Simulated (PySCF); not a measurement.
C2H5AlBrF, SMILES C[CH2][Al]([F])[Br] at its PBE0/def2-SVP optimised geometry (Å):

```
10

Al     0.4116    -0.4806     0.0000
F     -0.3207    -1.9747     0.0026
Br     2.6620    -0.4806     0.0000
C     -0.6306     1.1584     0.0000
C     -2.1510     0.9982    -0.0018
H     -0.2937     1.7504    -0.8711
H     -0.2956     1.7471     0.8742
H     -2.5070     0.4415     0.8790
H     -2.5056     0.4498    -0.8884
H     -2.6620     1.9747     0.0024
```

Calculation: PBE0/def2-TZVP in PySCF.

Map of the electron localisation function on the plane z = 1.5 Å:

```
|000000000000000000000000000|
|000000000000000000000000000|
|000000000000000000000000000|
|000000000000000000000000000|
|000000000000000000000000000|
|000000000001320000000000000|
|000000000006996100000000000|
|000000000029999400000000000|
|000000000039999400000000000|
|000000110018998200000000000|
|000015762004773000012100000|
|000169996001221000234321000|
|000299998100121001356542000|
|000289998000221013567653100|
|000059994000000124567753100|
|000003530000000024567653100|
|000000000000000013466642000|
|000000000001110001345431000|
|000000000001110000123210000|
|000000000001110000001000000|
|000000000000000000000000000|
|000000000000000000000000000|
|000000000000000000000000000|
|000000000000000000000000000|
|000000000000000000000000000|
|000000000000000000000000000|
|000000000000000000000000000|
```
Scale: ten equal steps from 0.000 (start of '0') to 0.994 (end of '9'), in the order '0123456789'; x runs from -5.00 to 5.00, y from -5.00 (bottom) to 5.00 (top).
